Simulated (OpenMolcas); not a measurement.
V4+ (d1) among equal point charges was computed by CASSCF with the d shell active (OpenMolcas, ANO-RCC-VTZP on the metal). Its lowest spin-free states, and all those of the highest spin:

| 2S+1 | Degeneracy | E (cm-1) |
| --- | --- | --- |
| 2 | 1 | 0.0 |
| 2 | 2 | 2043 |
| 2 | 1 | 4036 |
| 2 | 1 | 8400 |

Task: Is the site octahedral, tetrahedral or cube-like, axial, or of lower symmetry?

Result: The states with 2S+1 = 2 have orbital degeneracies 1, 2, 1, 1. There are pairs but no triples, so the site is axial: not cubic, but with a proper or improper axis of order three or more. The run had V4+ among 6 point charges of -1 e arranged as a tetragonal octahedron (D4h), 1.74 Å from the ion, with the axial distance 1.549 Å.

This is an electrostatic model: the charges have no orbitals. No measured value stands beside these numbers.
